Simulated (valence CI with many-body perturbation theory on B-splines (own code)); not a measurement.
**Ho⁴⁴⁺: what each term of the Hamiltonian does**

Computed by valence CI with perturbative core correlation (CI+MBPT): five valence electrons over a frozen Dirac-Fock core [Ar], a basis of 7 s, 7 p, 8 d, 6 f, 4 g, 1 h functions for each j, with the one-electron correlation potential Σ1, the two-electron term Σ2, the three-electron term Σ3, Breit, model QED; selected CI, second order for the rest (own B-spline code, finite nucleus).

No measured spectrum was set against this ion. As an estimate, large intervals hold to a few tenths of a per cent, small ones and those within an open d or f shell to about a per cent. Among the levels kept, up to 250 cm⁻¹ of a level comes from second order outside the variational space, and about a tenth of that is noise between levels of different J, which matters for small intervals. Only levels of the ground parity were solved; by the run's estimate the other parity begins above the list, which can be wrong where configurations are misplaced.

Each rung adds one term. CI alone is the Dirac-Coulomb CI over the frozen core; QED comes last and gives the full result, which names the levels. Energies are above (3d3/2^4 3d5/2) J=5/2 on the same rung, in eV.

Levels are named by their leading jj configuration (3d3/2^4 stands for four electrons in 3d with j = 3/2), which in mixed levels can hold well under half, so a name can repeat and another be missing. Letters in brackets count levels of one name in rising energy.

| Level | CI alone |
| --- | --- |
| (3d3/2^3 3d5/2^2) J=5/2 [a] | 33.05 |
| (3d3/2^3 3d5/2^2) J=7/2 [a] | 44.52 |
| (3d3/2^3 3d5/2^2) J=3/2 [a] | 45.55 |
| (3d3/2^3 3d5/2^2) J=11/2 | 46.68 |
| (3d3/2^3 3d5/2^2) J=9/2 | 50.73 |
| (3d3/2^3 3d5/2^2) J=5/2 [b] | 53.32 |
| (3d3/2^3 3d5/2^2) J=1/2 | 55.30 |
| (3d3/2^3 3d5/2^2) J=7/2 [b] | 58.06 |
| (3d3/2^3 3d5/2^2) J=3/2 [b] | 70.37 |
| (3d3/2^2 3d5/2^3) J=5/2 [a] | 76.78 |
| (3d3/2^2 3d5/2^3) J=7/2 [a] | 84.53 |
| (3d3/2^2 3d5/2^3) J=11/2 | 85.78 |
| (3d3/2^2 3d5/2^3) J=9/2 [a] | 87.50 |
| (3d3/2^2 3d5/2^3) J=13/2 | 91.21 |
| (3d3/2^2 3d5/2^3) J=1/2 [a] | 90.06 |
| (3d3/2^2 3d5/2^3) J=3/2 [a] | 91.30 |

Problem. What do these energies become with core correlation, Breit and QED?

Solution. (3d3/2^3 3d5/2^2) J=5/2 [a] 33.16 (+0.105); (3d3/2^3 3d5/2^2) J=7/2 [a] 43.83 (-0.689); (3d3/2^3 3d5/2^2) J=3/2 [a] 45.17 (-0.385); (3d3/2^3 3d5/2^2) J=11/2 45.19 (-1.491); (3d3/2^3 3d5/2^2) J=9/2 49.58 (-1.145); (3d3/2^3 3d5/2^2) J=5/2 [b] 52.33 (-0.984); (3d3/2^3 3d5/2^2) J=1/2 54.56 (-0.746); (3d3/2^3 3d5/2^2) J=7/2 [b] 56.78 (-1.277); (3d3/2^3 3d5/2^2) J=3/2 [b] 69.64 (-0.730); (3d3/2^2 3d5/2^3) J=5/2 [a] 76.40 (-0.379); (3d3/2^2 3d5/2^3) J=7/2 [a] 83.46 (-1.076); (3d3/2^2 3d5/2^3) J=11/2 84.13 (-1.651); (3d3/2^2 3d5/2^3) J=9/2 [a] 85.93 (-1.569); (3d3/2^2 3d5/2^3) J=13/2 88.71 (-2.502); (3d3/2^2 3d5/2^3) J=1/2 [a] 89.31 (-0.747); (3d3/2^2 3d5/2^3) J=3/2 [a] 90.51 (-0.795).

Problem. How does the ionisation energy move along the ladder, and which term matters most?

Solution. CI alone 3579.9, + Σ1 3582.2, + Σ2 3592.8, + Σ3 3593.0, + Breit 3591.8, + QED 3591.8 eV. The largest step is Σ2, 10.6 eV. NIST lists 3592 ± 4 eV (theoretical).
